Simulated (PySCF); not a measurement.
HCl3Si (SMILES Cl[SiH](Cl)Cl), singlet, geometry from GFN2-xTB. Base run: WB97X/def2-SV(P) in PySCF.

Geometry (Å):
```xyz
5

Si     0.0286    -0.0163     0.4911
Cl    -1.2416    -1.4368    -0.1488
Cl    -0.6401     1.7923    -0.0769
Cl     1.8514    -0.3383    -0.2928
H      0.1130    -0.0643     1.9384
```
Charge 0, spin multiplicity 1.
All else is at PySCF's defaults.
Base energy -1670.30761 Eh.

Variants of this job, named by their change:

```csv
change,ΔE vs base (mEh),grid points,electrons on the grid
base,0.000,85632,66.00000
grids.level = 1,-0.398,27832,65.99996
grids.radi_method = gauss_chebyshev,-0.040,83712,66.00000
grids.prune = dft.gen_grid.treutler_prune,0.000,81920,66.00000
grids.level = 0,206.0,7120,65.97175
"grids.atom_grid = (99, 590)",0.004,152856,66.00000
"grids.atom_grid = (30, 110)",9.131,12208,65.99992
grids.becke_scheme = stratmann,0.003,85632,66.00000
grids.level = 2,0.081,52536,66.00000
grids.level = 7,0.000,393152,66.00000
"grids.atom_grid = (75, 302)",0.010,69656,66.00000
```
